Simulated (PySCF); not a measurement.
C₈H₁₃FSi₂.
Numbering: `[F:1][c:2]1[cH:3][cH:4][c:5]([SiH2:6][CH2:7][CH2:8][SiH3:9])[cH:10][cH:11]1`

Probes without a nucleus sit at each ring's centroid and 1 Å off its mean plane on both sides; NICS is minus the shielding there, NICSzz its component along the normal. Level: GIAO CAM-B3LYP/pcSseg-1 (PySCF, non-relativistic, gas phase) on the PBE0-D3(BJ)/def2-SVP geometry, one conformer.

Ring bond lengths (Å): C2–C3 1.389, C3–C4 1.394, C4–C5 1.403, C5–C10 1.405, C10–C11 1.391, C11–C2 1.390.

Problem. What do the NICS probes read (ppm)?

Solution. 
| ring | type | NICS(0) | NICS(1), two faces | NICS(1)zz, two faces | rms pucker (Å) | centre to ring atoms, mean (Å) |
| --- | --- | --- | --- | --- | --- | --- |
| C2–C3–C4–C5–C10–C11 | 6-membered carbocycle; formal bonds all aromatic | -9.7 | -11.3 / -11.3 | -27.5 / -27.5 | 0.00 | 1.40 |

Problem. What do they say, and how far can they be read as aromaticity?

Solution. 
- C2–C3–C4–C5–C10–C11: mean NICS(1)zz -27.5 ppm, shielded, aromatic by this magnetic criterion (flat ring, no four-coordinate atom).

Problem. And the bond-length index? Use HOMA with the parameters of Krygowski (1993).

Solution. 
- C2–C3–C4–C5–C10–C11: HOMA 0.98 = 1 − EN − GEO, with mean bond length 1.395 Å, EN = α(Ropt − mean)² = 0.014 and GEO = α × variance = 0.010. The geometric and the magnetic index point the same way.

Problem. How shielded are the nuclei of the rings and their hydrogens (means over atoms taken as equivalent)?

Solution. 
```csv
atoms,environment,σ isotropic (ppm),"principal values of the symmetric part, first atom (ppm)"
C2,aromatic C–F carbon,6.1,"-89.1, 22.0, 85.4"
C3 (×2),aromatic CH carbon,58.7,"-33.6, 47.4, 162.6"
C4 (×2),aromatic CH carbon,36.3,"-82.8, 26.1, 168.0"
C5,substituted aromatic carbon,47.1,"-50.5, 2.7, 189.2"
H on C3 (×2),aromatic hydrogen,24.19,"20.4, 24.5, 27.7"
H on C4 (×2),aromatic hydrogen,23.81,"18.8, 22.5, 30.4"
```

Problem. How do the values depend on the level or the medium?

Solution. 
```
                  level  NICS(0), C2–C3–C4–C5–C10–C11  mean NICS(1)zz, C2–C3–C4–C5–C10–C11
CAM-B3LYP/pcSseg-1, gas                          -9.7                                -27.5
     PBE0/pcSseg-1, gas                          -9.6                                -27.4
```

The geometry is the same throughout.

The run took 65 s wall, 2.5 min CPU on 2 threads, AMD EPYC 7R43 (x86_64), no GPU, shared host, and the process peaked at 2.2 GiB of memory. This is the whole shielding run at CAM-B3LYP/pcSseg-1, SCF included.

Conformer computed: `[F:1][c:2]1[cH:3][cH:4][c:5]([SiH2:6][CH2:7][CH2:8][SiH3:9])[cH:10][cH:11]1`: C4–C5–Si6–C7 8°, C5–Si6–C7–C8 -179°, Si6–C7–C8–Si9 179°.
